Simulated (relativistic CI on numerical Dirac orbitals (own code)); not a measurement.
**Tl LVI: sensitivity of the levels to the model**

Base calculation: Dirac-Coulomb-Breit CI, KLI orbitals optimised for each configuration, QED by a radiative potential, unscaled Slater integrals.

Configurations in the expansion (outside the closed core [Ne]): 3s2 3p6 3d8, 3s2 3p5 3d9, 3s2 3p4 3d10, 3s 3p6 3d9, 3p6 3d10, 3s 3p5 3d10, 3s2 3p6 3d7 4s, 3s2 3p6 3d7 4p, 3s2 3p4 3d9 4s, 3s2 3p6 3d7 4d, 3s2 3p4 3d9 4p, 3s2 3p5 3d8 4s, 3s2 3p6 3d7 4f, 3s2 3p4 3d9 4d, 3s 3p5 3d9 4s, 3s2 3p5 3d8 4p, 3s 3p5 3d9 4p, 3s2 3p6 3d6 4s2, 3s2 3p5 3d8 4d, 3s 3p5 3d9 4d, 3s 3p6 3d8 4s, 3s2 3p6 3d6 4s 4p, 3p6 3d9 4s, 3s2 3p5 3d8 4f, 3s2 3p6 3d7 5s, 3s2 3p6 3d6 4p2, 3s2 3p6 3d6 4s 4d, 3s 3p6 3d8 4p, 3p6 3d9 4p, 3s2 3p6 3d7 5p, 3s2 3p5 3d7 4s2, 3s2 3p6 3d6 4p 4d, 3s2 3p6 3d7 5d, 3p6 3d9 4d, 3s2 3p6 3d7 5f, 3s 3p6 3d8 4d. Levels of other configurations are missing.

Variants: (1) P86 correlation estimate; (2) non-relativistic limit; (3) one mean potential for all configurations. Shifts of the energy above 3s2 3p6 3d8 3F_4, in eV, for the lowest level and the first level of each name with at least 55 % of one term (blank where a level changes its place among those of its configuration and J or its character, or is not in the variant):

| Level | Base | Δ(1) | Δ(2) | Δ(3) |
| --- | --- | --- | --- | --- |
| 3s2 3p6 3d8 3F_4 | 0.00 | 0.00 | 0.00 | 0.00 |
| 3s2 3p6 3d8 3F_3 | 101.85 | 0.00 | -101.85 | +0.01 |
| 3s2 3p6 3d8 1G_4 | 118.37 | 0.00 | -97.37 | +0.01 |
| 3s2 3p6 3d8 3P_1 | 118.87 | 0.00 | -103.59 | +0.01 |
| 3s2 3p6 3d8 3F_2 | 211.74 | 0.00 |  | +0.02 |
| 3s2 3p5 3d9 3F°_4 | 513.10 | +0.32 | -123.18 | -0.21 |
| 3s2 3p5 3d9 3D°_3 | 542.16 | +0.32 |  | -0.21 |
| 3s2 3p5 3d9 3P°_0 | 640.79 | +0.32 | -230.40 | -0.21 |
| 3s2 3p5 3d9 3F°_3 | 642.95 | +0.32 |  | -0.21 |
| 3s2 3p4 3d10 3P_2 | 1060.80 | +0.60 | -254.74 | -0.27 |
| 3s2 3p4 3d10 1S_0 | 1085.48 | +0.60 |  | -0.25 |
| 3s2 3p5 3d9 3F°_2 | 1108.01 | +0.32 |  | -0.21 |
| 3s 3p6 3d9 3D_3 | 1290.37 | +0.50 | -661.03 | -0.08 |
| 3s 3p6 3d9 3D_1 | 1395.73 | +0.50 | -766.38 | -0.09 |

At this charge energies of transitions that change n are usually good to better than 1 %, and those within a shell (Δn = 0) to a few per cent.

Ionisation energy from the two ground configurations alone: base 5517.78 eV; P86 correlation estimate 5520.01 eV. The NIST ASD value (theoretical) is 5518 eV.

LS names give the leading component of a level, which can be under half, so a name can repeat, a term be missing and a line seem to break the LS rules.
